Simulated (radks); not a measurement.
Results of a calculation; reference values are marked as such.
Isoelectronic series with 67 electrons, each ion in its NIST ground configuration. Code: a radial shooting solver on a logarithmic mesh with Libxc functionals. Model: scalar-relativistic Kohn-Sham, PBE, spin-polarised, spherical densities, point nucleus; open shells are filled with parallel spins first (spin-orbit coupling, left out, can overturn this in heavy ions). Total energies (hartree) and mean radii <r> (bohr) (* marks an orbital that is empty in some or all of the ions):

ion             configuration  E (hartree)  4f down  6s down*  6s up*   4f up
Ho              [Xe] 4f11 6s2  -12616.4094   0.8808     4.090   4.042  0.8413
Er+             [Xe] 4f12 6s1  -13086.1702   0.8345     3.556   3.601  0.8208
Tm2+                [Xe] 4f13  -13566.7945   0.8038     3.269   3.260  0.7956
Yb3+                [Xe] 4f13  -14058.1453   0.7345     2.890   2.885  0.7300
Lu4+                [Xe] 4f13  -14560.1437   0.6843     2.621   2.617  0.6813
Hf5+                [Xe] 4f13  -15072.8409   0.6444     2.414   2.410  0.6421
Ta6+                [Xe] 4f13  -15596.3024   0.6111     2.246   2.243  0.6093
W7+                 [Xe] 4f13  -16130.6037   0.5825     2.105   2.103  0.5810
Re8+   [Kr] 4d10 4f14 5s2 5p5  -16676.0308   0.5674     2.002   1.996  0.5691
Os9+   [Kr] 4d10 4f14 5s2 5p5  -17232.5653   0.5441     1.896   1.892  0.5455
Ir10+  [Kr] 4d10 4f14 5s2 5p5  -17800.2353   0.5232     1.803   1.799  0.5243
Pt11+  [Kr] 4d10 4f14 5s2 5p5  -18379.1418   0.5042     1.720   1.717  0.5053
Au12+  [Kr] 4d10 4f14 5s2 5p5  -18969.3917   0.4870     1.646   1.643  0.4879

4f down drops below 6s down between Ho and Er+.
